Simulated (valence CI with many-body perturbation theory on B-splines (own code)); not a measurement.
# Kr XXXII: electric-dipole lines

Method: relativistic CI+MBPT: three valence electrons over a frozen Dirac-Fock core [He], a basis of 11 s, 11 p, 9 d, 7 f, 5 g, 2 h, 1 i functions for each j, with the one-electron correlation potential Σ1, the two-electron term Σ2, the three-electron term Σ3, Breit, model QED; selected CI, second order for the rest (own B-spline code, finite nucleus).

No measured spectrum was set against this ion. As an estimate, large intervals hold to a few tenths of a per cent, small ones and those within an open d or f shell to about a per cent.

Lines 51 to 100 of 260 in falling wavelength, among levels below 2416.6 eV, chosen from the strongest by gf and those to the six lowest levels. Wavelengths and rates use the calculated energies. Electric multipoles are in the length gauge, E1 and E2 with the static RPA response of the core. Weak lines are less certain than strong ones. Lines between different terms over intervals too small for the method are left out, as are lines whose strength nearly cancels. The highest levels of a list are the least certain.

Levels are named by their leading jj configuration (3d3/2^4 stands for four electrons in 3d with j = 3/2), which in mixed levels can hold well under half, so a name can repeat and another be missing. Letters in brackets count levels of one name in rising energy.

```tsv
λ vac (Å)	Upper	Lower	A (s⁻¹)	S (a.u.)
88.44	(2p1/2 2p3/2^2) J=3/2	(2s 2p1/2 2p3/2) J=1/2	2.37e+10	3.24e-02
84.87	(2s 2p3/2^2) J=5/2	(2s^2 2p3/2) J=3/2	1.41e+10	2.55e-02
82.99	(2p1/2 2p3/2^2) J=3/2	(2s 2p1/2 2p3/2) J=3/2 [b]	1.04e+10	1.17e-02
80.45	(2p1/2^2 2p3/2) J=3/2	(2s 2p1/2 2p3/2) J=3/2 [a]	1.46e+10	1.50e-02
78.79	(2p3/2^3) J=3/2	(2s 2p3/2^2) J=3/2	7.45e+10	7.19e-02
76.75	(2p1/2 2p3/2^2) J=5/2	(2s 2p1/2 2p3/2) J=3/2 [b]	2.15e+10	2.88e-02
76.38	(2p1/2 2p3/2 3p3/2) J=5/2 [a]	(2s 2p1/2 3p3/2) J=3/2 [a]	2.45e+10	3.23e-02
75.56	(2p1/2 2p3/2 3p3/2) J=7/2	(2s 2p1/2 3p3/2) J=5/2	2.26e+10	3.85e-02
73.85	(2s 2p3/2 3d5/2) J=7/2 [b]	(2s^2 3d5/2) J=5/2	3.92e+10	6.24e-02
73.24	(2p1/2 2p3/2 3p1/2) J=5/2	(2s 2p1/2 3p1/2) J=3/2	2.29e+10	2.67e-02
72.69	(2s 2p3/2 3p3/2) J=5/2 [b]	(2s^2 3p3/2) J=3/2	4.80e+10	5.46e-02
72.39	(2p1/2 2p3/2 3s) J=5/2	(2s 2p1/2 3s) J=3/2	2.47e+10	2.77e-02
72.20	(2s 2p3/2 3d3/2) J=5/2 [b]	(2s^2 3d3/2) J=3/2	4.02e+10	4.48e-02
71.67	(2p3/2^2 3s) J=3/2	(2s 2p3/2 3s) J=3/2 [a]	3.44e+10	2.50e-02
71.57	(2s 2p3/2 3d3/2) J=3/2 [b]	(2s^2 3d3/2) J=3/2	5.79e+10	4.19e-02
71.35	(2s 2p3/2 3s) J=1/2	(2s^2 3s) J=1/2	6.63e+10	2.38e-02
71.21	(2s 2p3/2 3p1/2) J=1/2	(2s^2 3p1/2) J=1/2	6.66e+10	2.38e-02
71.20	(2s 2p3/2 3d5/2) J=5/2 [b]	(2s^2 3d5/2) J=5/2	6.00e+10	6.41e-02
71.04	(2s 2p3/2 3p3/2) J=3/2 [b]	(2s^2 3p3/2) J=3/2	5.56e+10	3.93e-02
70.85	(2s 2p3/2 3p1/2) J=3/2 [b]	(2s^2 3p1/2) J=1/2	5.35e+10	3.75e-02
70.52	(2s 2p3/2 3s) J=3/2 [b]	(2s^2 3s) J=1/2	5.82e+10	4.03e-02
69.95	(2s 2p1/2 2p3/2) J=3/2 [b]	(2s^2 2p1/2) J=1/2	4.75e+10	3.21e-02
69.81	(2s 2p3/2 3d5/2) J=3/2 [b]	(2s^2 3d5/2) J=5/2	6.50e+10	4.37e-02
69.57	(2s 2p3/2 3d3/2) J=1/2 [b]	(2s^2 3d3/2) J=3/2	7.13e+10	2.37e-02
68.99	(2p3/2^2 3s) J=5/2	(2s 2p3/2 3s) J=5/2	2.80e+10	2.72e-02
67.55	(2p1/2 2p3/2^2) J=3/2	(2s 2p1/2 2p3/2) J=5/2	6.56e+09	3.99e-03
66.50	(2p1/2 2p3/2^2) J=1/2	(2s 2p1/2 2p3/2) J=3/2 [b]	8.59e+10	2.49e-02
66.49	(2s 2p1/2 2p3/2) J=1/2	(2s^2 2p1/2) J=1/2	9.78e+10	2.84e-02
65.07	(2s 2p3/2^2) J=1/2	(2s^2 2p3/2) J=3/2	8.27e+10	2.25e-02
64.61	(2s 2p3/2^2) J=3/2	(2s^2 2p3/2) J=3/2	1.20e+11	6.40e-02
64.15	(2p1/2^2 2p3/2) J=3/2	(2s 2p1/2^2) J=1/2	3.42e+10	1.78e-02
63.36	(2p1/2 2p3/2^2) J=5/2	(2s 2p1/2 2p3/2) J=5/2	2.57e+10	1.94e-02
61.69	(2p1/2 2p3/2^2) J=3/2	(2s 2p1/2 2p3/2) J=3/2 [a]	3.64e+10	1.69e-02
53.20	(2p3/2^3) J=3/2	(2s 2p1/2 2p3/2) J=3/2 [b]	7.87e+09	2.34e-03
51.63	(2p1/2 2p3/2^2) J=3/2	(2s 2p1/2^2) J=1/2	2.79e+09	7.59e-04
49.02	(2s 2p3/2^2) J=3/2	(2s^2 2p1/2) J=1/2	8.43e+09	1.96e-03
6.340	(2s^2 3p1/2) J=1/2	(2s 2p1/2 2p3/2) J=3/2 [b]	4.88e+11	1.23e-04
6.237	(2s 2p1/2 3s) J=1/2 [a]	(2s 2p1/2 2p3/2) J=3/2 [b]	3.33e+11	7.98e-05
6.204	(2s 2p1/2 3s) J=3/2	(2s 2p1/2 2p3/2) J=3/2 [b]	5.04e+11	2.38e-04
6.198	(2p3/2^2 3s) J=3/2	(2p3/2^3) J=3/2	9.85e+12	4.63e-03
6.178	(2s^2 3p3/2) J=3/2	(2s 2p1/2 2p3/2) J=5/2	4.85e+11	2.26e-04
6.174	(2p1/2 2p3/2 3s) J=5/2	(2p1/2 2p3/2^2) J=5/2	3.18e+12	2.22e-03
6.171	(2s 2p1/2 3s) J=1/2 [b]	(2s 2p1/2 2p3/2) J=3/2 [b]	4.89e+12	1.13e-03
6.156	(2p1/2 2p3/2 3s) J=3/2 [b]	(2p1/2 2p3/2^2) J=5/2	5.72e+12	2.63e-03
6.131	(2s 2p3/2 3s) J=3/2 [b]	(2s 2p3/2^2) J=3/2	4.88e+12	2.22e-03
6.106	(2s 2p3/2 3s) J=3/2 [a]	(2s 2p3/2^2) J=5/2	7.52e+12	3.38e-03
6.100	(2s 2p1/2 3s) J=3/2	(2s 2p1/2 2p3/2) J=5/2	5.86e+12	2.63e-03
6.082	(2s^2 3s) J=1/2	(2s^2 2p3/2) J=3/2	7.86e+12	1.75e-03
6.079	(2s 2p1/2 3s) J=1/2 [a]	(2s 2p1/2 2p3/2) J=3/2 [a]	8.68e+12	1.93e-03
6.048	(2s 2p1/2 3s) J=3/2	(2s 2p1/2 2p3/2) J=3/2 [a]	9.35e+11	4.08e-04
```
